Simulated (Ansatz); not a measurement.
Computed with Ansatz on PBE0-D4/def2-TZVP structures; ΔE is electronic, products minus reactants. CCSD(T)/CBS adds triple-zeta CCSD(T) − MP2 to the extrapolated MP2 energy (def2 sets, frozen cores). This one scheme is used for every species. DFT in def2-TZVPP. B3LYP here is the variant with VWN-RPA as its local correlation; programs differ in this. HSE06 is defined as in plane-wave codes. One conformer a species, not always the lowest.

`BN(C)CC` + `OBCl` → `COBCl` + `BNCC`  (substitution at a C–N bond)

`BN(C)CC`:

Z-matrix (Å, degrees):
```
C
N 1 1.447
H 1 1.096 2 110.8
H 1 1.096 2 110.8 3 119.3
H 1 1.088 2 109.9 3 -120.3
C 2 1.455 1 111.5 3 -59.6
B 2 1.386 1 122.0 3 120.4
C 6 1.510 2 115.7 1 -179.6
H 6 1.099 2 108.0 1 -56.6
H 6 1.099 2 108.0 1 57.3
H 7 1.194 2 120.9 1 -180.0
H 7 1.198 2 118.0 1 0.1
H 8 1.092 6 109.0 2 179.8
H 8 1.091 6 111.7 2 60.3
H 8 1.091 6 111.7 2 -60.6
```

`OBCl`:

Cartesian coordinates in Å:
```
O 0.057 -1.053 0.126
B -0.331 0.229 0.101
Cl 0.740 1.493 -0.510
H 0.947 -1.197 -0.212
H -1.413 0.527 0.495
```

`COBCl`:

Z-matrix (Å, degrees):
```
C
O 1 1.416
H 1 1.091 2 108.7
H 1 1.093 2 111.5 3 120.8
H 1 1.091 2 108.6 3 -118.4
B 2 1.334 1 121.8 3 -120.7
Cl 6 1.755 2 118.3 1 -180.0
H 6 1.195 2 122.7 1 0.0
```

`BNCC`:

Z-matrix (Å, degrees):
```
C
N 1 1.448
C 1 1.517 2 112.7
H 1 1.092 2 107.3 3 -121.6
H 1 1.097 2 109.8 3 122.5
B 2 1.383 1 127.1 3 117.0
H 2 1.009 1 113.6 3 -61.7
H 3 1.094 1 111.1 2 59.7
H 3 1.092 1 110.7 2 -60.3
H 3 1.093 1 110.7 2 179.3
H 6 1.197 2 118.9 1 -179.2
H 6 1.199 2 118.9 1 0.9
```

```
             level  ΔE (kJ/mol)  difference from CCSD(T)/CBS
       LDA (SPW92)         33.2                          5.6
            PBE-D4         25.2                         -2.4
         revPBE-D4         27.9                          0.3
           BLYP-D4         20.0                         -7.6
         r2SCAN-D4         24.6                         -3.0
           PBE0-D4         25.5                         -2.1
          B3LYP-D4         20.1                         -7.5
        r2SCANh-D4         24.9                         -2.7
        r2SCAN0-D4         25.3                         -2.3
          BHLYP-D4         19.1                         -8.5
      CAM-B3LYP-D4         19.6                         -8.0
           ωB97X-V         22.1                         -5.5
           ωB97M-V         24.4                         -3.2
            B2PLYP         20.0                         -7.6
          PBE-QIDH         27.0                         -0.6
               PBE         21.5                         -6.1
            revPBE         16.3                        -11.3
              BLYP         11.8                        -15.8
            r2SCAN         23.6                         -4.0
              PBE0         22.4                         -5.2
             B3LYP         14.2                        -13.4
           r2SCANh         23.9                         -3.7
           r2SCAN0         24.2                         -3.4
             HSE06         22.4                         -5.2
             BHLYP         15.0                        -12.6
         CAM-B3LYP         16.5                        -11.1
           LC-ωPBE         21.7                         -5.9
RPA@PBE/def2-TZVPP         23.1                         -4.5
      MP2/def2-SVP         28.6                          1.0
     CCSD/def2-SVP         23.3                         -4.3
  CCSD(T)/def2-SVP         25.0                         -2.6
SCS-MP2/def2-TZVPP         25.3                         -2.3
   CCSD/def2-TZVPP         24.3                         -3.3
CCSD(T)/def2-TZVPP         26.7                         -0.9
     HF/def2-QZVPP          7.3                        -20.3
    MP2/def2-QZVPP         31.6                          4.0
SCS-MP2/def2-QZVPP         25.7                         -1.9
      HF/CBS(def2)          7.2                        -20.4
     MP2/CBS(def2)         32.1                          4.5
    CCSD/CBS(def2)         25.2                         -2.4
       CCSD(T)/CBS         27.6                            0
```

Question: What do rigid-rotor, harmonic-oscillator terms from PBE0-D4/def2-TZVP frequencies (298.15 K, 1 bar) make of the CCSD(T)/CBS value? (Best estimate.)

Answer: Ansatz gave: ΔZPE = -1.0 kJ/mol, ΔH = +28.2 kJ/mol, ΔS = 15 J/(mol·K), ΔG = +23.8 kJ/mol.

Largest T1 diagnostic among the species: 0.012.

The D4 term adds +5.9 kJ/mol with B3LYP and +3.1 kJ/mol with PBE0; it sums over pairs of atoms, weighted by their polarisabilities, and B3LYP, whose exchange is more repulsive, gets the larger term. In def2-TZVPP, CCSD(T) changes the Hartree–Fock value by +19.1 kJ/mol (the triples alone add +2.4 kJ/mol) and MP2 by +23.6 kJ/mol. From BLYP to BHLYP (50 % exact exchange), in def2-TZVPP and without D4, ΔE moves by +3.2 kJ/mol.
